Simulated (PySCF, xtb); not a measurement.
Al(Cl)(I)(OMe) (CH₃AlClIO), SMILES [Cl][Al]([O]C)[I]. One conformer was computed; it need not be the lowest.

Harmonic wavenumbers (cm⁻¹) from GFN2-xTB run with xtb at its own minimum, in rising order: 38, 77, 100, 136, 169, 255, 325, 594, 709, 1137, 1139, 1220, 1417, 1474, 1475, 2971, 2973, 2981.

Question: What does B3LYP-D3(BJ)/def2-SVP run with PySCF give at its own minimum? (Estimate from the structure and the level; the computed values follow.)

Answer: 70, 80, 94, 118, 211, 226, 299, 564, 762, 1178, 1186, 1239, 1474, 1477, 1483, 2993, 3070, 3081. Paired by order, the mean absolute difference is 35 cm⁻¹ and the zero-point energies are 27.4 and 28.0 kcal/mol.
